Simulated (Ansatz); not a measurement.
Br$_{2}$Ge, triplet, geometry from GFN2-xTB (the spin is typed, not shown lowest); SVWN5/3-21G in Ansatz (a quantum-chemistry and plane-wave program).

The Ansatz input:
Ansatz 0.2 input:
```yaml
crystal:
  periodic: [false, false, false]
  atoms:
    - {symbol: Ge, position_ang: [0.01662620, 0.00626078, 1.00353305]}
    - {symbol: Br, position_ang: [1.08727208, -1.65040649, -0.46661885]}
    - {symbol: Br, position_ang: [-1.10247318, 1.64468236, -0.45089707]}
basis:
  gaussian:
    orbitals: 3-21G.json
    point_charges:
      - {charge: -1.0, position_ang: [-4.8935, -0.6020, -1.0014]}
hamiltonian:
  xc: {name: SVWN5}
magnetization: {spin_polarized: true, initial_magnetization: 2}
```
The basis file holds 3-21G in the JSON format of the Basis Set Exchange.

The log (banner, timings and long lists left out):

```
Functional definition: SVWN5
861 factors; their error is unknown
mean field evaluation 1: about -195384.1122 eV, gradient 6.8e0 eV
mean field evaluation 2: about -195378.7018 eV, gradient 2.3e1 eV
mean field evaluation 4: about -195384.4119 eV, gradient 4.5e0 eV
mean field evaluation 8: about -195384.5635 eV, gradient 2.4e-2 eV
mean field evaluation 16: about -195384.5635 eV, gradient 5.7e-5 eV
mean field evaluation 32: about -195384.4764 eV, gradient 1.2e0 eV
mean field -195384.56351493 eV, -7180.2502727599 hartree, gradient 1.6e-5 eV, S^2 2.001486; 8 other end points of the search recorded, 0 dependent functions left out
reference -195384.56353726 eV, -7180.2502735805 hartree; 52, 50 occupied and 17, 19 virtual orbitals, 861 factors
Total energy: -195384.56353726 eV, -7180.2502735805 hartree
```
